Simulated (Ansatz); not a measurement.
Gas-phase reaction in SMILES: O[SiH](O)O [trihydroxysilane] + 3 [H][H] (H2) → 3 O (H2O) + [SiH4] (SiH4)
Geometries: B3LYP-D3(BJ)/def2-TZVP minima from Ansatz (an electronic-structure program), one conformer each, not searched for the lowest.

Quantity: energy of full hydrogenation (electronic energy difference), in kJ/mol. Valence correlation only, unless marked. Spin-orbit coupling is left out. Non-relativistic. Basis-set limits of correlation are two-point, X^-3; Hartree-Fock from the larger set.

```csv
level,program,energy of full hydrogenation (kJ/mol),minus last row
HF/aug-cc-pV(T+d)Z,Ansatz,240.9,-25.6
PBE0/def2-TZVPD,Ansatz,228.1,-38.4
PBE0/def2-QZVPP,Ansatz,230.3,-36.2
BHLYP/def2-TZVPD,Ansatz,250.2,-16.3
HSE06-D3(BJ)/def2-TZVPD,Ansatz + dftd3,231.9,-34.6
HSE06/def2-TZVPD,Ansatz,228.1,-38.4
RPA@PBE/cc-pV(Q+d)Z,Ansatz,251.8,-14.7
SCS-MP2/aug-cc-pV(D+d)Z,Ansatz,188.1,-78.4
CCSD/6-31G,Ansatz,196.2,-70.3
"CCSD(T)/CBS(cc-pV(T+d)Z,cc-pV(Q+d)Z)",Ansatz,266.5,0.0
```
